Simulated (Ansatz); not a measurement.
BrF3Zr (`[F][Zr]([F])([F])[Br]`), charge 0, multiplicity 1.

**Question.** Give a relaxed structure at PBE0-D4/def2-TZVP (the Gaussian-basis code of Ansatz). (Estimate.)

**Answer.** The calculation gave: 
Z-matrix (Å, degrees):
```
Zr
F 1 1.886
F 1 1.886 2 108.9
Br 1 2.497 2 110.0 3 120.7
F 1 1.886 2 108.9 3 -118.7
```
Point group C3v.
